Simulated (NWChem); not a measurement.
Species: CH₄Al, doublet; SMILES [CH3][AlH]

```xyz
6

Al     0.1063    -0.7858     0.0000
C      0.0061     1.1819    -0.0001
H     -0.5557     1.5208     0.8888
H     -0.5630     1.5212    -0.8841
H      0.9823     1.6885    -0.0038
H     -1.2818    -1.6065     0.0000
```
Atoms are numbered in this order, from 1.

Program: NWChem. Spin-unrestricted. Medium grid unless said otherwise, to which SCAN and Minnesota functionals are sensitive. Geometry: optimised at PBE0/def2-SVP, spin-unrestricted. The spin multiplicity was typed, not searched, and may not be the lowest. No stability test was run on the SCF state.

For level r2SCAN0/def2-SVP:

highest occupied level (eV): -5.45
lowest empty minus highest occupied level, either spin (eV): 3.74

### Question
How do the values read with level TPSS/def2-SVP instead?

### Answer
The highest occupied level (eV) is -4.43. The lowest empty minus highest occupied level, either spin (eV) is 1.51.
